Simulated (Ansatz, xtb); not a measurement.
**Relaxing a trial structure of FH2InN2**

The starting geometry of this gas-phase singlet has its atoms placed at random.

```yaml
atoms:
  - { symbol: F, position_ang: [0.1358, 0.9086, -0.8376] }
  - { symbol: In, position_ang: [0.9386, -1.1201, -0.0716] }
  - { symbol: N, position_ang: [-1.0593, 1.1214, 0.2812] }
  - { symbol: N, position_ang: [0.6240, -0.6027, 1.7170] }
  - { symbol: H, position_ang: [-1.3204, -1.2638, 0.6597] }
  - { symbol: H, position_ang: [0.1589, 1.6192, -0.4733] }
```

Task: Guess where an optimisation with r2SCAN-D4/def2-SVP ends from this start.

Result: It ends as a structure given below by its coordinates. Distances that change by over a tenth: In2–N4 (1.89 → 2.64 Å). Contacts that open: F1–H6 (0.80 → 1.68 Å). Contacts that close: F1–In2 (2.31 → 2.06 Å), N3–N4 (2.80 → 1.23 Å), N3–H6 (1.52 → 1.06 Å), N4–H5 (2.31 → 1.04 Å).

The energy falls by 16.44 eV over 17 steps:

```tsv
step	E − E(last) (eV)
1	16.438
3	11.840
5	6.844
6	4.190
8	2.027
10	0.717
12	0.139
13	0.053
15	0.001
17	0.000
```

Final geometry (Å):

```xyz
6

F     0.8116    0.8714   -1.2415
In    1.2622   -1.1119   -0.9113
N    -0.8406    0.8392    0.8190
N    -0.4888   -0.3408    0.9128
H    -0.9697   -0.7980    1.7136
H    -0.2970    1.2026   -0.0173
```

From the same start GFN2-xTB reaches the same bonding as this run.

From so rough a start the end depends on the optimiser's path, so another program may land elsewhere. No frequencies were run, so the end isn't proven a minimum. Atoms past krypton carry core potentials, without spin–orbit terms. Run with Ansatz 0.2.0, 35 s on 1 thread of Intel(R) Xeon(R) 6975P-C (Granite Rapids), with other jobs on the host.
